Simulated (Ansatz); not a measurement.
One change: `O[SiH2]PO` becomes `OP[SiH3]`.

Ansatz, PBE0-D4/def2-TZVP geometries, multiplicity 1. Each molecule was computed in one conformer, which needn't be the lowest.

| property | `O[SiH2]PO` |
| --- | --- |
| HOMO–LUMO gap (PBE/def2-TZVPP) / eV | 4.05 |
| HOMO–LUMO gap (ωB97M-V/def2-TZVPP) / eV | 10.09 |
| HOMO–LUMO gap (PBE0/def2-TZVPP) / eV | 6.14 |
| HOMO–LUMO gap (B3LYP/def2-TZVPP) / eV | 5.71 |
| LUMO energy (PBE0/def2-TZVPP) / eV | -0.94 |
| size of the dipole moment (ωB97M-V/def2-TZVPP) / D | 1.89 |

Give the same properties after the change, and the shifts. (Estimate.)

Computed: 
| property | `OP[SiH3]` | shift |
| --- | --- | --- |
| HOMO–LUMO gap (PBE/def2-TZVPP) / eV | 4.34 | 0.29 |
| HOMO–LUMO gap (ωB97M-V/def2-TZVPP) / eV | 10.37 | 0.28 |
| HOMO–LUMO gap (PBE0/def2-TZVPP) / eV | 6.41 | 0.27 |
| HOMO–LUMO gap (B3LYP/def2-TZVPP) / eV | 5.98 | 0.27 |
| LUMO energy (PBE0/def2-TZVPP) / eV | -0.64 | 0.30 |
| size of the dipole moment (ωB97M-V/def2-TZVPP) / D | 0.81 | -1.08 |

The zero-point energy changes by -18.3 kJ/mol with -3 modes. Dipoles are sizes alone; their direction can turn.

B3LYP here is the variant with VWN-RPA as its local correlation; programs differ in this.
